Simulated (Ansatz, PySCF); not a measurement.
The pair A = CH4 (SMILES C) (first 5 atoms), B = CH2F2 (SMILES FCF); geometry from B3LYP-D3(BJ)/def2-TZVP.
(charge 0, multiplicity 1):
```xyz
10

C     -0.025    -0.035    -0.244
H      0.307     0.857     0.286
H     -1.107    -0.005    -0.372
H      0.449    -0.072    -1.224
H      0.254    -0.918     0.328
F      0.302     1.141     3.157
C     -0.511     0.057     3.299
F      0.249    -1.070     3.202
H     -1.239     0.057     2.487
H     -0.964     0.088     4.291
```

Rows in 6-31G* carry no dispersion term and start afresh at each structure (6-31G* with six Cartesian d functions). MP2/6-31G* freezes PySCF's default core.

Run with Ansatz (Gaussian orbitals); PySCF for 6-31G* rows. Values without a source in brackets are computed.

Total energies (hartree), monomers frozen at their geometry in the pair:

```
structure              PBE/def2-TZVPPD  B3LYP/6-31G*    MP2/6-31G*
---------------------  ---------------  ------------  ------------
AB                        -279.3196711  -279.4931824  -278.6988993
A in the pair's basis      -40.4643394   -40.5185346   -40.3328319
B in the pair's basis     -238.8547892  -238.9749546  -238.3658830
A                          -40.4643090   -40.5183374   -40.3325447
B                         -238.8547223  -238.9731010  -238.3639986
```

**Question.** Work out the interaction energy without and with the counterpoise correction, and the superposition error, for each level.

**Answer.** 
E(AB) − E(A) − E(B), times 627.509 kcal/mol, with the monomers in their own basis and then in the pair's basis:
- PBE/def2-TZVPPD: -0.40 uncorrected, -0.34 corrected; the monomers gain 0.06 kcal/mol from borrowed functions
- B3LYP/6-31G*: -1.09 uncorrected, 0.19 corrected; the monomers gain 1.29 kcal/mol from borrowed functions
- MP2/6-31G*: -1.48 uncorrected, -0.12 corrected; the monomers gain 1.36 kcal/mol from borrowed functions

Ansatz is a program for electronic structure.
